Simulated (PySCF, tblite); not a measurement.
C₃H₁₂OSi₂.
SMILES with atom numbers: `[CH3:1][SiH2:2][CH2:3][CH2:4][O:5][SiH3:6]` (hydrogens: H7, H8, H9 on C1; H10, H11 on Si2; H12, H13 on C3; H14, H15 on C4; H16, H17, H18 on Si6)

Jobs on this species (18 atoms, 66 electrons) with PySCF (density fitting) and tblite. Hardware of each: one thread, Arm Neoverse V1 (aarch64), on a shared host. Other jobs ran on the host; a repeat could differ by tens of per cent or more.

```
 level and settings                                                                                                  work  basis functions  SCF cycles  wall time
CAM-B3LYP/def2-SVPD  8 singlets by full TDDFT, 3 Tamm–Dancoff triplets, polarisability, density and orbital grids written              227           ?          ?
           GFN2-xTB                                                                         Hessian by finite differences                –           –     0.68 s
           GFN2-xTB                                                                                     L-BFGS relaxation                –           –          ?
      PBE0/pcSseg-1                            shieldings, charges and field gradients, density and orbital grids written              176          12       52 s
```

Q: Fill in the missing figures.

A: 
- CAM-B3LYP/def2-SVPD; 8 singlets by full TDDFT, 3 Tamm–Dancoff triplets, polarisability, density and orbital grids written: 2.1 min, 12 SCF cycles
- GFN2-xTB; L-BFGS relaxation: 1.4 s

Q: What do all jobs in the table cost together?

A: About 3.0 min; the longest takes about 70 % of that, and about 190 times as long as the shortest.
